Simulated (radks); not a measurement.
Spherical quantum dot in the effective-mass picture: electrons in a parabolic well V = omega^2 r^2 / 2 with omega = 0.563, with a point charge +2 (a donor) at the centre, all in effective atomic units (hartree* = m*/eps^2 hartree, bohr* = eps/m* bohr), one dielectric constant everywhere. Calculated with a radial shooting solver with Libxc functionals: non-relativistic Kohn-Sham, r2SCAN, spin-polarised, spherical densities, generalised Kohn-Sham scheme. Levels are named by radial order and angular momentum (1s, 1p, 1d, 2s, ...), and open shells are averaged over m. Each electron was tried in the lowest free levels, single moves between levels near the top were tried too, and the lowest total energy was kept; such a search can miss a lower state. At N = 1 the Hartree and exchange-correlation terms need not cancel, so that row can carry a self-interaction error.

\begin{tabular}{lrrrrrr}
N & open shells & 2S & E (hartree*) & mu = E(N) - E(N-1) (hartree*) & addition energy mu(N+1) - mu(N) (hartree*) & e(HOMO) (hartree*) \\ \hline
1 & 1s(up 1, down 0) & 1 & -1.88949 & -1.8895 & 1.192 & -1.4517 \\
2 & none & 0 & -2.58682 & -0.69734 & 2.009 & -0.34496 \\
3 & 1p(up 1, down 0) & 1 & -1.27549 & 1.3113 & 0.3569 & 1.4809 \\
4 & 1p(up 2, down 0) & 2 & 0.392748 & 1.6682 & 0.3783 & 1.8580 \\
5 & 1p(up 3, down 0) & 3 & 2.43927 & 2.0465 & 0.4855 & 2.2335 \\
6 & 1p(up 3, down 0) 2s(up 1, down 0) & 4 & 4.97126 & 2.5320 & 0.3970 & 2.6929 \\
7 & 1p(up 3, down 2) & 1 & 7.90025 & 2.9290 & 0.2771 & 3.0444 \\
8 & none & 0 & 11.1063 & 3.2061 & 0.3726 & 3.3674 \\
9 & 2s(up 1, down 0) & 1 & 14.6851 & 3.5787 & 0.3414 & 3.7254 \\
10 & none & 0 & 18.6052 & 3.9202 & 0.6341 & 4.0619 \\
11 & 1d(up 1, down 0) & 1 & 23.1595 & 4.5543 & 0.2660 & 4.6871 \\
12 & 1d(up 2, down 0) & 2 & 27.9798 & 4.8203 & 0.2657 & 4.9534 \\
13 & 1d(up 3, down 0) & 3 & 33.0658 & 5.0860 & 0.2636 & 5.2183 \\
14 & 1d(up 4, down 0) & 4 & 38.4155 & 5.3496 & 0.2608 & 5.4806 \\
15 & 1d(up 5, down 0) & 5 & 44.0259 & 5.6105 & 0.3521 & 5.7398 \\
16 & 1d(up 5, down 1) & 4 & 49.9885 & 5.9625 & 0.2401 & 6.0822 \\
17 & 1d(up 5, down 2) & 3 & 56.1911 & 6.2026 & 0.2411 & 6.3232 \\
18 & 1d(up 5, down 3) & 2 & 62.6349 & 6.4438 & 0.2406 & 6.5643 \\
19 & 1d(up 5, down 4) & 1 & 69.3193 & 6.6843 & 0.2391 & 6.8042 \\
20 & none & 0 & 76.2427 & 6.9235 & 0.5574 & 7.0424 \\
21 & 1f(up 1, down 0) & 1 & 83.7236 & 7.4809 & 0.2199 & 7.5909 \\
22 & 1f(up 2, down 0) & 2 & 91.4244 & 7.7008 & 0.2194 & 7.8106 \\
23 & 1f(up 3, down 0) & 3 & 99.3445 & 7.9201 & 0.2184 & 8.0295 \\
24 & 1f(up 4, down 0) & 4 & 107.483 & 8.1385 & 0.2171 & 8.2473 \\
25 & 1f(up 5, down 0) & 5 & 115.839 & 8.3556 & 0.2157 & 8.4637 \\
26 & 1f(up 6, down 0) & 6 & 124.410 & 8.5713 & 0.2142 & 8.6787 \\
27 & 1f(up 7, down 0) & 7 & 133.196 & 8.7855 & 0.2630 & 8.8921 \\
28 & 1f(up 7, down 0) 2p(up 1, down 0) & 8 & 142.244 & 9.0485 & 0.2081 & 9.1526 \\
29 & 1f(up 7, down 0) 2p(up 2, down 0) & 9 & 151.501 & 9.2566 & 0.2099 & 9.3610 \\
30 & 1f(up 7, down 0) 2p(up 3, down 0) & 10 & 160.967 & 9.4666 & 0.2454 & 9.5725 \\
31 & 1f(up 7, down 1) 2p(up 3, down 0) & 9 & 170.679 & 9.7120 & - & 9.8112 \\
\end{tabular}

All shells are closed at N = 2, 8, 10, 20 (there: 1s2 1p6 1d10 2s2); the second difference of the energy has clear peaks (12 % above both neighbours; the first and last values, which can be the largest, are not judged, and half-filled shells can peak too) at N = 2, 5, 10, 15, 20, 27.
